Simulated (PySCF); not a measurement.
# A ladder of Hamiltonians for Cs(49+) (caesium, charge +49)

Occupied: 1s1/2, 2s1/2, 2p1/2. Hartree-Fock calculated with PySCF 2.14 in an uncontracted even-tempered set (16 s from 9.2 bohr⁻², ratio 2.7; 12 p from 11 bohr⁻², ratio 2.7), Gaussian nucleus throughout. NR is non-relativistic, sf-X2C the spin-free one-electron X2C Hamiltonian, X2C adds the bare one-electron spin-orbit term, X2C-SNSO screens it by Boettger's factors, DC is four-component Dirac-Coulomb, and the Gaunt and Breit terms are added at first order (total energies over the DC spinors, levels after relaxing the spinors in that mean field). QED terms are absent. Levels marked empty are virtual spinors of this ion.

```json
{"Hamiltonian": "X2C", "E (hartree)": "-4561.1156"}
{"Hamiltonian": "X2C-SNSO", "E (hartree)": "-4560.2951"}
{"Hamiltonian": "DC", "E (hartree)": "-4561.8967"}
{"Hamiltonian": "DC+Gaunt", "E (hartree)": "-4557.9313"}
{"Hamiltonian": "DC+Breit", "E (hartree)": "-4558.1372"}
```

```json
{"level (eV)": "1s1/2", "X2C": "-40591.0", "X2C-SNSO": "-40592.0", "DC": "-40617.2", "DC+Gaunt": "-40537.4", "DC+Breit": "-40540.0"}
{"level (eV)": "2s1/2", "X2C": "-9532.2", "X2C-SNSO": "-9532.5", "DC": "-9535.7", "DC+Gaunt": "-9527.8", "DC+Breit": "-9528.5"}
{"level (eV)": "2p1/2", "X2C": "-9372.3", "X2C-SNSO": "-9361.3", "DC": "-9364.1", "DC+Gaunt": "-9347.6", "DC+Breit": "-9349.6"}
{"level (eV)": "2p3/2 (empty)", "X2C": "-8725.5", "X2C-SNSO": "-8730.1", "DC": "-8730.6", "DC+Gaunt": "-8722.4", "DC+Breit": "-8724.3"}
{"level (eV)": "3s1/2 (empty)", "X2C": "-3963.2", "X2C-SNSO": "-3963.3", "DC": "-3964.1", "DC+Gaunt": "-3961.9", "DC+Breit": "-3962.2"}
```

How large are the two-electron picture-change error of X2C and the Breit correction in the total energy?

X2C-1e lies 0.7811 hartree above Dirac-Coulomb; Gaunt adds 3.9654 and the full Breit term 3.7595 hartree.

Weight of the small component: 1s1/2 0.0414, 2s1/2 0.00968, 2p1/2 0.00964, 2p3/2 0.00908, 3s1/2 0.00399.

Koopmans' value for the highest occupied level at DC+Breit: 9349.6 eV, against an ionisation energy of 9350 ± 4 eV (theoretical estimate listed by NIST; NIST Atomic Spectra Database, ionization energies); the former lacks relaxation, correlation, QED and recoil.

The whole ladder took 44 s of wall time on 1 thread of Neoverse-V2 (shared host), launched as `OMP_NUM_THREADS=1 python relrun2.py TASK.json OUT` (a driver that calls PySCF for each Hamiltonian).
